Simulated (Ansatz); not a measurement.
Basis sets compared for K2Na6⁺. Total charge 1; doublet. Geometry PBE0/def2-SVP. Ansatz on 4 threads of Arm Neoverse V1 on a shared host; times are rough, and most runs start from earlier orbitals.

Cartesian coordinates in Å:
```
Na -1.0123 -0.7332 2.2576
Na -0.1983 -4.0581 1.1440
Na 2.1041 -1.3706 0.5424
Na -0.6482 2.4001 -2.0931
Na -2.8391 1.8800 0.7034
Na 2.5368 0.7569 -2.2552
K 1.3096 2.5220 1.4380
K -1.2525 -1.3970 -1.7371
```

Another isomer (doublet) lies 0.15 eV lower at PBE0/def2-TZVP; other spin states weren't run for this one.

| level | functions | energy (Eh) | HOMO (eV) | LUMO (eV) | wall time |
| --- | --- | --- | --- | --- | --- |
| PBE/def2-SVP | 138 | -2171.8788 | -5.43 | -5.02 | 8.5 s |
| PBE0/def2-SVP | 138 | -2172.0609 | -5.79 | -4.51 | 19 s |

(1) Estimate the rows for PBE/def2-TZVP (with forces), PBE0/def2-TZVP.

Answers

(1) 
| level | functions | energy (Eh) | HOMO (eV) | LUMO (eV) | wall time |
| --- | --- | --- | --- | --- | --- |
| PBE/def2-TZVP (with forces) | 258 | -2172.3932 | -5.45 | -5.03 | 15 s |
| PBE0/def2-TZVP | 258 | -2172.5696 | -5.81 | -4.50 | 31 s |
